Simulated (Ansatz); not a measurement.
Question: Name a neutral molecule of Cl, N, Ta and H with size of the dipole moment (ωB97M-V/def2-TZVPP) between 2.50 and 2.80 D and HOMO–LUMO gap (PBE0/def2-TZVPP) between 6.40 and 6.70 eV (Ansatz, PBE0-D4/def2-TZVP geometry).

Answer: `[NH]=[Ta]([NH2])([Cl])[Cl]` (2.72 D, 6.57 eV). Other molecules can fit too; these were computed, each in one conformer that needn't be the lowest.
